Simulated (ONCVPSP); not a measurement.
Before and after: ONCV potential for iridium (Ir)

```
Element                 : Ir
Generator               : ONCVPSP 4.0.1
Type                    : optimised norm-conserving Vanderbilt (ONCV)
Functional              : PBE
Relativity              : scalar-relativistic
Frozen core             : [Kr] 4d10 4f14
Valence charge          : 17
Reference configuration : 5s2 5p6 5d8 6s1
Partial waves           : 5s+6s: rc 1.55 bohr, ncon 4, nbas 7, qcut 7.8 1/bohr, 2 projectors; 5p: rc 1.60 bohr, ncon 4, nbas 9, qcut 9.3 1/bohr, 3 projectors, debl 0.7 Ha; 5d: rc 1.55 bohr, ncon 3, nbas 6, qcut 5.5 1/bohr, 3 projectors, debl 0.4 Ha
Local potential         : polynomial inside 1.20 bohr (lpopt 3, dvloc0 4 Ha)
Core correction         : none
```

In the p channel the program set the typed energies aside and used -1.922, 0.250, 0.950 Ha.

All-electron outer shells of the reference configuration (PBE, scalar-relativistic, ld1.x):

```tsv
shell	level (eV)	outermost node (bohr)	outermost maximum (bohr)
5s	-95.43	0.50	0.89
4f	-59.54	–	0.39
5p	-52.30	0.54	1.01
6s	-5.55	1.17	2.44
5d	-5.42	0.59	1.31
```

Change: d: ncon 5, nbas 8.

Cutoffs: the cutoffs (Ha) at which the residual kinetic energy of the hardest occupied pseudo-wave falls to 1 and 0.1 mHa per electron; they do not see the model core or the augmentation charge, which bear on the density cutoff. Errors are all-electron minus pseudo energies relative to the spin-unpolarised reference configuration.

Task: What does the change do?

Result: The potential gets softer (27 Ha and 50 Ha → 27 Ha and 34 Ha); both files keep a bound ghost (d); of the 4 tests that both files solve, the error grows in 1 and shrinks in 3 by more than 15 % and 0.3 meV (median size 3.3 → 2.3 meV).

```tsv
quantity	base	changed
cutoff, loose	27 Ha	27 Ha
cutoff, tight	50 Ha	34 Ha
loose cutoff by channel	s 23 Ha, p 27 Ha, d 18 Ha	s 23 Ha, p 27 Ha, d 17 Ha
bound ghosts	d	d
GHOST(+) flags under 300 eV	none	none
error for 5s2 5p6 5d7 6s2, meV [ΔE 0.33 eV]	+0.1	+1.0
error for 5s2 5p6 5d7 6s1, meV [ΔE 10.21 eV]	-1.6	-0.4
error for 5s2 5p6 5d7 6s0, meV [ΔE 27.68 eV]	-5.1	-3.6
error for 5s2 5p6 5d6 6s0, meV [ΔE 58.22 eV]	-14	-11
s: phases at 1.58 bohr within 0.05 rad from the reference energy up to (Ha; the scan ends near 5)	to the end of the scan	to the end of the scan
p: phases at 1.63 bohr within 0.05 rad from the reference energy up to (Ha; the scan ends near 5)	to the end of the scan	to the end of the scan
d: phases at 1.58 bohr within 0.05 rad from the reference energy up to (Ha; the scan ends near 5)	to the end of the scan	to the end of the scan
```

 A true bound ghost makes a file unfit for plane-wave use even where its test errors are small: the radial tests pick states by their node count and pass the ghost by.
